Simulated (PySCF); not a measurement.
Molecule: SMILES O=S(CC)(=O)CC, C₄H₁₀O₂S.

Molfile (atoms numbered from 1):
```
C4H10O2S
     RDKit          3D

 17 16  0  0  0  0  0  0  0  0999 V2000
    2.8935    0.2633    0.6558 C   0  0  0  0  0  0  0  0  0  0  0  0
    1.5566   -0.3898    0.3637 C   0  0  0  0  0  0  0  0  0  0  0  0
    0.2421    0.7291    0.8672 S   0  0  0  0  0  6  0  0  0  0  0  0
    0.3250    0.8858    2.3206 O   0  0  0  0  0  0  0  0  0  0  0  0
    0.2960    1.9056   -0.0030 O   0  0  0  0  0  0  0  0  0  0  0  0
   -1.2769   -0.1588    0.4968 C   0  0  0  0  0  0  0  0  0  0  0  0
   -2.4615    0.7012    0.8915 C   0  0  0  0  0  0  0  0  0  0  0  0
    2.9852    0.4799    1.7293 H   0  0  0  0  0  0  0  0  0  0  0  0
    2.9872    1.2083    0.1027 H   0  0  0  0  0  0  0  0  0  0  0  0
    3.7153   -0.4031    0.3585 H   0  0  0  0  0  0  0  0  0  0  0  0
    1.4108   -1.3201    0.9326 H   0  0  0  0  0  0  0  0  0  0  0  0
    1.4077   -0.5881   -0.7081 H   0  0  0  0  0  0  0  0  0  0  0  0
   -1.2561   -0.3778   -0.5811 H   0  0  0  0  0  0  0  0  0  0  0  0
   -1.2343   -1.1016    1.0622 H   0  0  0  0  0  0  0  0  0  0  0  0
   -2.4298    0.9264    1.9667 H   0  0  0  0  0  0  0  0  0  0  0  0
   -2.4471    1.6505    0.3379 H   0  0  0  0  0  0  0  0  0  0  0  0
   -3.4021    0.1779    0.6690 H   0  0  0  0  0  0  0  0  0  0  0  0
  1  2  1  0
  2  3  1  0
  3  4  2  0
  3  5  2  0
  3  6  1  0
  6  7  1  0
  1  8  1  0
  1  9  1  0
  1 10  1  0
  2 11  1  0
  2 12  1  0
  6 13  1  0
  6 14  1  0
  7 15  1  0
  7 16  1  0
  7 17  1  0
M  END
```

Geometry PBE0-D3(BJ)/def2-SVP throughout; GIAO in PySCF 2.14.0 with density-fitted response routines, gas phase, one conformer, non-relativistic; equivalent atoms averaged; functional PBE0.

For orientation, cc-pVDZ gives these shifts δ (against TMS, CS2, H2O at the same level): C2/C6 52.4, C1/C7 5.9, S3 287.0, O4/O5 178.3, H11/H12/H13/H14 2.33, H8/H9/H10/H15/H16/H17 1.35 ppm.

A run gave: C2/C6 47.5, C1/C7 5.2, S3 301.4, O4/O5 154.7, H11/H12/H13/H14 2.22, H8/H9/H10/H15/H16/H17 1.37 ppm (shifts δ (against TMS, CS2, H2O at the same level)).

Which basis set was used in that run?
A. def2-SVP
B. aug-cc-pVDZ
C. pcSseg-1
D. 6-31G*
E. def2-TZVP

Results:

D. O4/O5 tells them apart best: 6-31G* gives 154.7, pcSseg-1 gives 191.9, def2-SVP gives 181.5, def2-TZVP gives 194.8, aug-cc-pVDZ gives 167.2 ppm.
